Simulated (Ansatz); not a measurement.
Reaction (redistribution): `[F][GeH2][SiH2]S` + `C[BH][GaH][CH3]` → `[CH3][GaH][GeH2][F]` + `CB[SiH2]S`

Calculated with Ansatz (gas phase, PBE0-D4/def2-TZVP geometries, no zero-point term in ΔE). CCSD(T)/CBS adds triple-zeta CCSD(T) − MP2 to the extrapolated MP2 energy (def2 sets, frozen cores). DFT in def2-TZVPP. For Ga, Ge outer-core shells are correlated without core-valence functions, which leaves a few kJ/mol of doubt a bond. Scalar relativity is left out up to krypton. Each species was taken in one conformer, which may not be the lowest.

Problem. Is it downhill or uphill in electronic energy at CCSD(T)/CBS, and by how much? (An estimate is asked.)

Solution. The calculation gave: Downhill: ΔE = -6.7 kcal/mol.

Problem. What do these levels give: PBE-D4, PBE0-D4, ωB97X-V, ωB97M-V, B2PLYP, PBE, r2SCAN, PBE0, HF/def2-TZVPP, CCSD(T)/def2-TZVPP, MP2/def2-QZVPP, HF/CBS(def2)? (Best estimate.)

Solution. The calculation gave: PBE-D4 -7.0, PBE0-D4 -7.4, ωB97X-V -7.5, ωB97M-V -7.5, B2PLYP -7.4, PBE -6.8, r2SCAN -7.1, PBE0 -7.3, HF/def2-TZVPP -8.4, CCSD(T)/def2-TZVPP -7.1, MP2/def2-QZVPP -6.9, HF/CBS(def2) -8.4 kcal/mol.

Largest T1 diagnostic among the species: 0.012.

In def2-TZVPP, CCSD(T) changes the Hartree–Fock value by +1.3 kcal/mol (the triples alone add +0.2 kcal/mol) and MP2 by +1.3 kcal/mol.
